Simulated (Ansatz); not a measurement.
AlH9N2Si2, SMILES `[NH2][AlH][N]([SiH3])[SiH3]`, relaxed with RKS PBE0-D4/def2-TZVP in Ansatz 0.2.0 from a PBE-D4/def2-SVP geometry. The force threshold is 0.005 eV/Å; the program also tests the step.

Charge 0, multiplicity 1.

Start:

```xyz
14

N    -2.032   -0.874   -1.558
Al   -1.525    0.141   -0.185
N     0.235    0.215    0.288
Si    0.716    1.053    1.765
Si    1.491   -0.578   -0.662
H    -1.433   -1.451   -2.152
H    -3.002   -0.938   -1.875
H    -2.610    0.963    0.633
H     1.727    2.134    1.478
H     1.340    0.106    2.762
H    -0.507    1.670    2.386
H     0.933   -0.942   -2.014
H     1.998   -1.838   -0.007
H     2.670    0.339   -0.860
```

```tsv
step	energy (eV)	largest force (eV/Å)	largest move (Å)
1	-25470.5552	0.612	0.000
2	-25470.6148	0.329	0.054
3	-25470.6247	0.060	0.026
4	-25470.6263	0.030	0.045
5	-25470.6268	0.034	0.034
6	-25470.6275	0.063	0.083
7	-25470.6280	0.046	0.015
8	-25470.6287	0.020	0.058
9	-25470.6289	0.020	0.047
10	-25470.6291	0.022	0.045
11	-25470.6293	0.022	0.023
12	-25470.6295	0.009	0.031
13	-25470.6296	0.014	0.017
14	-25470.6296	0.010	0.010
15	-25470.6296	0.005	0.003
```

End:

```xyz
14

N    -1.997   -0.808   -1.589
Al   -1.517    0.131   -0.176
N     0.217    0.192    0.300
Si    0.719    1.080    1.701
Si    1.446   -0.644   -0.587
H    -1.385   -1.309   -2.210
H    -2.953   -0.896   -1.893
H    -2.598    0.906    0.668
H     1.450    2.324    1.333
H     1.634    0.255    2.539
H    -0.476    1.448    2.503
H     0.966   -0.934   -1.966
H     1.818   -1.936    0.053
H     2.676    0.190   -0.677
```

Run time 82 s (4 threads of an Arm Neoverse V1 on a shared host); peak host memory 0.72 GiB.
